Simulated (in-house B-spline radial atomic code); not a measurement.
## The rubidium ion Rb⁺: [Ar] 3d10 4s2 4p6

Computed with a radial B-spline atomic code at the basis-set limit: Dirac-Kohn-Sham B3LYP, spherical fractional occupations, exact exchange averaged over the configuration, Fermi nucleus of rms radius 4.2036 fm.

Z_r = [3n² - l(l+1)]/(2<r>); Z_e = n√(-2ε); the last column is Slater's effective charge. Values are occupation-weighted means over j. An effective charge above Z reflects the relativistic contraction of the inner shells.

```tsv
shell	electrons	ε (eV)	<r> (bohr)	Z_r	Z_e	Slater
1s	2	-15088	0.04029	37.23	33.30	36.70
2s	2	-2033.6	0.1775	33.81	24.45	32.85
2p	6	-1803.3	0.155	32.26	23.03	32.85
3s	2	-312.4	0.5099	26.47	14.38	25.75
3p	6	-237.97	0.5182	24.12	12.55	25.75
3d	10	-114.43	0.525	20.00	8.70	15.85
4s	2	-39.984	1.455	16.49	6.86	9.25
4p	6	-23.041	1.716	13.40	5.21	9.25
```

The least bound orbital is 4p3/2 at -22.74 eV, and it is also the most diffuse (<r> = 1.728 bohr).

Spin-orbit splittings of the orbital energies (j = l + 1/2 above j = l - 1/2 when positive): 2p 60.91 eV, 3p 9.241 eV, 3d 1.569 eV, 4p 0.9186 eV.

For the 1s electron the small component carries 1.81 % of the norm, the zero-frequency Breit interaction raises the level by 25.78 eV, self-energy by 13.75 eV, and vacuum polarisation lowers it by 1.456 eV.
